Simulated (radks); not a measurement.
The numbers below are computed, except where a source is named.
Task: These are the eigenvalues of the occupied orbitals of an atom or ion with whole-number occupations (eV). Level of theory: Dirac Kohn-Sham, PBE, spin-unpolarised, spherical densities, finite nucleus; Fermi nuclear charge, rms radius of each element as measured or else 0.836 A^(1/3) + 0.57 fm (a radial shooting solver on a logarithmic mesh with Libxc functionals).

| orbital | eigenvalue |
|---|---|
| 1s1/2 | -2197.939 |

Which element is it, and in what charge state? The configuration may be excited. Open shells, if any, are shared by 2j + 1.

Result: Z = 13, aluminium, charge +12: Al12+ in 1s1. The 1s level, -80.773 hartree, gives Z - s = 12.7 by -(Z - s)^2/2, which with screening and relativity narrows Z to a few neighbours, and the depths must fix Z and the occupations together.
